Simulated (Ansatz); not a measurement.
Reaction (redistribution): `BOB(N)Cl` + `C[SiH3]` → `NBCl` + `BO[SiH2]C`

Isolated molecules relaxed with PBE0-D4/def2-TZVP in Ansatz; ΔE leaves out vibrations. CCSD(T)/CBS is the MP2 limit (def2-TZVPP, def2-QZVPP) plus CCSD(T) − MP2 in def2-TZVPP, frozen cores. This one scheme is used for every species. DFT in def2-TZVPP. One conformer a species, not always the lowest.

```json
{"level": "BLYP-D4", "ΔE (kJ/mol)": "1.5"}
{"level": "PBE0", "ΔE (kJ/mol)": "4.9"}
```

(1) What does CCSD(T)/CBS give? (Best estimate.)

Largest T1 diagnostic among the species: 0.012.

Answers

(1) Ansatz gave: -1.1 kJ/mol. The listed levels differ from it by 2.6, 6.0 kJ/mol.

At CCSD(T), def2-SVP lies +25.6 kJ/mol from the extrapolated value and def2-TZVPP +1.9 kJ/mol. Leaving LDA and LC-ωPBE aside and taking each functional with its dispersion term where it has one, the values, not all of them listed here, spread over 7.9 kJ/mol, from B2PLYP to revPBE-D4. LDA lies +7.5 kJ/mol from PBE without D4.
